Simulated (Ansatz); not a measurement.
Geometry optimisation, RKS PBE0-D4/def2-SVP in Ansatz 0.2.0.

Input:

```yaml
crystal:
  periodic: [false, false, false]
  atoms:
    - { symbol: C, position_ang: [-1.5003, 0.0668, 0.4765] }
    - { symbol: Si, position_ang: [0.1619, 0.033, -0.1285] }
    - { symbol: "N", position_ang: [1.2947, -0.2233, 1.037] }
    - { symbol: "N", position_ang: [0.6178, -1.288, -1.0697] }
    - { symbol: S, position_ang: [0.7525, 1.7418, -1.2154] }
    - { symbol: H, position_ang: [-1.7129, 0.9797, 1.1312] }
    - { symbol: H, position_ang: [-1.8015, -0.7864, 1.0259] }
    - { symbol: H, position_ang: [-2.2233, 0.227, -0.3672] }
    - { symbol: H, position_ang: [2.0658, -0.7418, 0.6302] }
    - { symbol: H, position_ang: [1.7676, 0.6631, 1.3086] }
    - { symbol: H, position_ang: [0.0369, -1.2516, -1.9303] }
    - { symbol: H, position_ang: [0.2419, -2.1337, -0.5817] }
    - { symbol: H, position_ang: [0.3192, 2.6788, -0.3018] }
basis:
  gaussian: { orbitals: def2-SVP }
hamiltonian:
  xc: pbe0
  dispersion: d4
relax:
  f_tol: 0.015
  max_steps: 40
output:
  orbitals: {}
```

Launched with:

```bash
$ ansatz run input.yaml --threads 2 --pin off --max-ram 3072MiB --backend cpu --events-out ev --progress --plain --runs-dir out
```

Q: Where does it end, and by what steps?

A: It converged. After 8 steps the energy has fallen by 1.112 eV; H10 moved furthest, 1.00 Å.

```tsv
step	energy less start (eV)	largest force component (eV/Å)	accepted
0	0.0000	3.370	yes
1	-0.7695	1.278	yes
2	-0.9458	0.567	yes
3	-1.0368	0.216	yes
4	-1.0776	0.261	yes
5	-1.1034	0.253	yes
6	-1.0952	0.243	no
7	-1.1112	0.106	yes
8	-1.1120	0.013	yes
```

```xyz
13
Properties=species:S:1:pos:R:3
C -1.418 0.280 0.611
Si 0.250 -0.016 -0.190
N 1.353 -0.339 1.096
N 0.425 -1.332 -1.281
S 0.651 1.684 -1.483
H -1.408 1.164 1.269
H -1.705 -0.592 1.219
H -2.193 0.439 -0.154
H 2.337 -0.447 0.877
H 1.237 0.145 1.980
H 0.086 -1.287 -2.233
H 0.502 -2.280 -0.934
H -0.096 2.547 -0.761
```

Run time: 40 s on 2 threads of Arm Neoverse V1, on a shared host, peak memory 0.29 GiB.
